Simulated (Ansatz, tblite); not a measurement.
Cost and result up the ladder for `c1cc2sc(-c3cc4sc(-c5cc6sc(-c7cc8sc(-c9cc%10sc(-c%11cc%12sc(-c%13cc%14sccc%14s%13)cc%12s%11)cc%10s9)cc8s7)cc6s5)cc4s3)cc2s1` (72 atoms). Charge 0, multiplicity 1. Geometry: PBE-D4/def2-SVP.

Ansatz on 11 threads of AMD EPYC 7R13 on a shared host and a whole NVIDIA H100 80GB HBM3; xTB runs through tblite on one thread. Times are rough, summed over both states, and most runs start from the orbitals of an earlier one. PBE0-D4/def2-TZVP serves as the yardstick here, not as an exact answer. The other state is a triplet.

The xTB rows come from tblite. Single mean-field runs in def2-TZVP are fitted with def2-universal-jkfit.

xTB has no spin-polarisation term.

| level | functions | wall time | vertical triplet (eV) | difference from PBE0-D4/def2-TZVP (eV) |
| --- | --- | --- | --- | --- |
| GFN1-xTB | 326 | 1.8 s | 1.28 | -0.24 |
| GFN2-xTB | 310 | 2 s | 1.27 | -0.25 |
| PBE-D4/def2-TZVP (with forces) | 1916 | 40 s | 1.19 | -0.33 |
| PBE0-D4/def2-TZVP | 1916 | 87 s | 1.52 | 0.00 |
